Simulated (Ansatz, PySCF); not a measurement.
C2H4ClNSi, SMILES N#CC[SiH2]Cl. Atoms are numbered in the order given.

```xyz
9

N      2.7708    -0.4736    -0.3080
C      1.9054     0.2998    -0.2246
C      0.7960     1.2281    -0.1402
Si    -0.8764     0.4236    -0.5443
Cl    -1.2711    -1.0308     0.8652
H      0.7456     1.6624     0.8736
H      0.9548     2.0651    -0.8444
H     -1.9206     1.4800    -0.4666
H     -0.8272    -0.1940    -1.8938
```
Charge 0, spin multiplicity 1.

Coordinates come from a r2SCAN-D4/def2-SVP optimisation. The structure was generated by enumeration, and PubChem lists no compound with its InChIKey, so it may never have been made. Other conformers were not sampled.

Two levels are set side by side: PBE-D3(BJ)/def2-SVP (Ansatz, a program for electronic structure) and r2SCAN-D4/def2-SVP (Ansatz). Each level has its own optimised geometry; the coordinates shown are those of the second. Frequencies come from the Hessian of PySCF at each geometry. Differences are taken from unrounded values.

```tsv
quantity	r2SCAN-D4
mean bond length (Å)	1.470
bond N1–C2 (Å)	1.164
bond C2–C3 (Å)	1.449
bond C3–Si4 (Å)	1.899
bond Si4–Cl5 (Å)	2.063
bond C3–H6 (Å)	1.104
bond C3–H7 (Å)	1.105
bond Si4–H8 (Å)	1.487
bond Si4–H9 (Å)	1.485
highest harmonic wavenumber (cm⁻¹)	3106
mean harmonic wavenumber (cm⁻¹)	1143
zero-point energy (kcal/mol)	34.33
```

### Question
What does PBE-D3(BJ) give, and how far is it from r2SCAN-D4? (An estimate is asked for; the answer gives what the named calculation found.)

### Answer

| quantity | PBE-D3(BJ) | PBE-D3(BJ) minus r2SCAN-D4 |
|---|---|---|
| mean bond length (Å) | 1.479 | 0.009 |
| bond N1–C2 (Å) | 1.172 | 0.008 |
| bond C2–C3 (Å) | 1.453 | 0.004 |
| bond C3–Si4 (Å) | 1.911 | 0.011 |
| bond Si4–Cl5 (Å) | 2.073 | 0.010 |
| bond C3–H6 (Å) | 1.111 | 0.007 |
| bond C3–H7 (Å) | 1.112 | 0.007 |
| bond Si4–H8 (Å) | 1.500 | 0.012 |
| bond Si4–H9 (Å) | 1.497 | 0.012 |
| highest harmonic wavenumber (cm⁻¹) | 3040 | -65 |
| mean harmonic wavenumber (cm⁻¹) | 1113 | -31 |
| zero-point energy (kcal/mol) | 33.41 | -0.92 |
